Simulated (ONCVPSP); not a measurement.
# Transferability test, ONCV potential for Hg (Z = 80)

| Item | Value |
| --- | --- |
| Element | mercury |
| Generator | ONCVPSP 4.0.1 |
| Type | optimised norm-conserving Vanderbilt (ONCV) |
| Functional | PW91 |
| Relativity | scalar-relativistic |
| Frozen core | [Xe] 4f14 |
| Valence charge | 12 |
| Reference configuration | 5d10 6s2 |
| Partial waves | 6s: rc 2.40 bohr, ncon 3, nbas 7, qcut 2.4 1/bohr, 3 projectors, debl 3 Ha; p scattering state at 0.08 Ha: rc 2.55 bohr, ncon 3, nbas 6, qcut 3.9 1/bohr, 2 projectors, debl 2 Ha; 5d: rc 1.75 bohr, ncon 5, nbas 10, qcut 10.3 1/bohr, local |
| Local potential | the d channel |
| Core correction | Teter function, fcfact 3.75, rcfact 1.15 |

In the p channel the program set the typed energies aside and used 0.050, 2.050 Ha.

Energies are relative to the spin-unpolarised reference configuration 5d10 6s2; without spin polarisation the order of configurations can differ from experiment.

```tsv
valence configuration	charge	ΔE all-electron (eV)	error AE − PS (meV)
5d9 6s0	+3	65.451	-94
5d10 6s1.5	+0.5	4.396	-0.7
```

Task: What are ΔE and the potential's error for 5d10 6s1?

Result: ΔE = 10.771 eV all-electron; the error (AE − PS) is -2.2 meV.

Task: What are ΔE and the potential's error for 5d10 6s0?

Result: ΔE = 29.843 eV all-electron; the error (AE − PS) is -7.3 meV.

Levels in the configuration 5d9 6s0:

```csv
level,all-electron (eV),pseudo (eV)
5d,-42.560,-42.686
```

Note: no bound ghost flagged; GHOST(+) flagged for p at 42.6 eV, s at 99.0 eV, s at 356.7 eV.
